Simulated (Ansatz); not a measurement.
## Competing steps

Reactants: SiNH₅O₂ ([NH2][SiH]([OH])[OH]) (brackets give SMILES or just the links). Saddle points were found for several chosen steps; others may exist. Gas-phase electronic energies, without zero-point energy, by CCSD(T) at an estimated basis limit (MP2 extrapolated from triple and quadruple zeta, plus CCSD(T) − MP2 in triple zeta); Ansatz 0.2.0, def2-TZVPP and QZVPP, frozen cores, on PBE0-D4/def2-TZVP structures. Extrapolation: Hartree–Fock as exp(−7.88 √X), correlation as X^−2.97. No counterpoise correction.

**Question.** Rank the steps by the energy of their saddle points, lowest first, and give each saddle's height above the lowest. (Judge from chemistry; the value comes from the calculation.)
A. 1,1-elimination, to SiH₂O₂ ([OH][Si][OH]) + NH₃, still joined by a dative N–Si bond (breaks or loosens H–Si, N–Si; forms H–N)
B. 1,2-elimination, to SiNH₃O₂ ([NH][Si]([OH])[OH]) + H₂ (breaks or loosens H–N, H–Si; forms H–H)

**Answer.** Computed: B (0.0 kJ/mol), A (20.6 kJ/mol). Heights count from the lowest.

The lowest of these saddles lies at 306.5 kJ/mol relative to the reactant.

**Question.** Does the lowest of these saddles lead to the lowest end structure (the products still in contact)? (A judgement: the text doesn't fix the answer.)

**Answer.** By the calculation: No: the step over a higher saddle ends lower. Relative to the reactant, the ends lie at 237.7 (SiNH₃O₂ ([NH][Si]([OH])[OH]) + H₂); 164.9 (SiH₂O₂ ([OH][Si][OH]) + NH₃) kJ/mol.

T1 diagnostic: at most 0.014. The restricted Hartree–Fock reference is unstable towards an unrestricted one at one or more of these structures.

For scale, one of the runs: CCSD(T)/def2-TZVPP, 205 basis functions, launched by `ansatz run in.yaml --threads 4 --pin off --events-out ev --progress --plain --max-ram 9574MiB`. The run took 67 s on 4 CPU threads of an Intel Xeon (shared host), with 2.7 GiB of host memory at its peak.
